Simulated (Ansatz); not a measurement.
Start from `C[SiH2]C[S][AlH2]` and change one atom or group to get `C[SiH2][CH2][GeH3]`.

Ansatz, PBE0-D4/def2-TZVP geometries, multiplicity 1. Each molecule was computed in one conformer, which needn't be the lowest.

Scalar relativity is left out up to krypton.

```json
{"property": "HOMO–LUMO gap (PBE0/def2-TZVPP) / eV", "`C[SiH2]C[S][AlH2]`": "5.71"}
{"property": "HOMO energy (PBE/def2-TZVPP) / eV", "`C[SiH2]C[S][AlH2]`": "-5.66"}
{"property": "HOMO–LUMO gap (PBE/def2-TZVPP) / eV", "`C[SiH2]C[S][AlH2]`": "3.75"}
{"property": "size of the dipole moment (B3LYP/def2-TZVPP) / D", "`C[SiH2]C[S][AlH2]`": "1.20"}
{"property": "HOMO energy (ωB97M-V/def2-TZVPP) / eV", "`C[SiH2]C[S][AlH2]`": "-9.04"}
{"property": "HOMO energy (B3LYP/def2-TZVPP) / eV", "`C[SiH2]C[S][AlH2]`": "-6.60"}
```

Give the same properties after the change, and the shifts. (Best estimate.)

Computed: 
| property | `C[SiH2][CH2][GeH3]` | shift |
| --- | --- | --- |
| HOMO–LUMO gap (PBE0/def2-TZVPP) / eV | 9.06 | 3.35 |
| HOMO energy (PBE/def2-TZVPP) / eV | -7.20 | -1.54 |
| HOMO–LUMO gap (PBE/def2-TZVPP) / eV | 7.06 | 3.31 |
| size of the dipole moment (B3LYP/def2-TZVPP) / D | 0.66 | -0.54 |
| HOMO energy (ωB97M-V/def2-TZVPP) / eV | -10.58 | -1.54 |
| HOMO energy (B3LYP/def2-TZVPP) / eV | -8.21 | -1.61 |

With PBE0 the HOMO falls by 1.57 eV and the LUMO rises by 1.79 eV, so the gap widens by about 3.36 eV. PBE moves the HOMO by -1.54 eV and ωB97M-V by -1.54 eV. Dipoles are sizes alone; their direction can turn.

B3LYP here is the variant with VWN-RPA as its local correlation; programs differ in this.
